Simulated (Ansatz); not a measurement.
Consider the substitution at a C–C bond: `CCC(Cl)CCl` + `C[O][GeH]([OH])[O]C` → `CC[O][GeH]([O]C)[O]C` + `ClCCCl`.

Gas-phase electronic energies from Ansatz, PBE0-D4/def2-TZVP geometries. CCSD(T)/CBS is the MP2 limit (def2-TZVPP, def2-QZVPP) plus CCSD(T) − MP2 in def2-TZVPP, frozen cores. This one scheme is used for every species. For Ge outer-core shells are correlated without core-valence functions, which leaves a few kJ/mol of doubt a bond. Scalar relativity is left out up to krypton. Each species was taken in one conformer, which may not be the lowest.

| level | ΔE (kJ/mol) |
| --- | --- |
| HF/def2-TZVPP | 38.9 |
| CCSD/def2-TZVPP | 56.1 |

Task: What does CCSD(T)/CBS give? (An estimate is asked.)

Result: Computed: +61.5 kJ/mol. The listed levels differ from it by -22.6, -5.4 kJ/mol.

Largest T1 diagnostic among the species: 0.012.

The D4 term adds +5.9 kJ/mol with B3LYP and +2.9 kJ/mol with PBE0; it sums over pairs of atoms, weighted by their polarisabilities, and B3LYP, whose exchange is more repulsive, gets the larger term. In def2-TZVPP, CCSD(T) changes the Hartree–Fock value by +19.7 kJ/mol (the triples alone add +2.5 kJ/mol) and MP2 by +28.2 kJ/mol.

B3LYP here is the variant with VWN-RPA as its local correlation; programs differ in this.
